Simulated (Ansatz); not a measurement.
Start from `N[Si](F)(F)Cl` and change one atom or group to get `C[Si](N)(F)Cl`.

Ansatz, PBE0-D4/def2-TZVP geometries, multiplicity 1. Each molecule was computed in one conformer, which needn't be the lowest.

| property | `N[Si](F)(F)Cl` |
| --- | --- |
| size of the dipole moment (B3LYP/def2-TZVPP) / D | 2.75 |
| HOMO energy (PBE0/def2-TZVPP) / eV | -8.50 |
| HOMO energy (PBE/def2-TZVPP) / eV | -6.97 |
| HOMO energy (ωB97M-V/def2-TZVPP) / eV | -10.86 |
| LUMO energy (B3LYP/def2-TZVPP) / eV | 0.09 |
| HOMO–LUMO gap (B3LYP/def2-TZVPP) / eV | 8.32 |

**Question.** Give the same properties after the change, and the shifts. (Estimate.)

**Answer.** Computed: 
```tsv
property	`C[Si](N)(F)Cl`	shift
size of the dipole moment (B3LYP/def2-TZVPP) / D	2.54	-0.21
HOMO energy (PBE0/def2-TZVPP) / eV	-8.12	0.38
HOMO energy (PBE/def2-TZVPP) / eV	-6.59	0.38
HOMO energy (ωB97M-V/def2-TZVPP) / eV	-10.53	0.33
LUMO energy (B3LYP/def2-TZVPP) / eV	0.34	0.25
HOMO–LUMO gap (B3LYP/def2-TZVPP) / eV	8.19	-0.13
```

With PBE0 the HOMO rises by 0.38 eV and the LUMO rises by 0.24 eV, so the gap narrows by about 0.14 eV. PBE moves the HOMO by 0.38 eV and ωB97M-V by 0.33 eV. Dipoles are sizes alone; their direction can turn.

B3LYP here is the variant with VWN-RPA as its local correlation; programs differ in this.
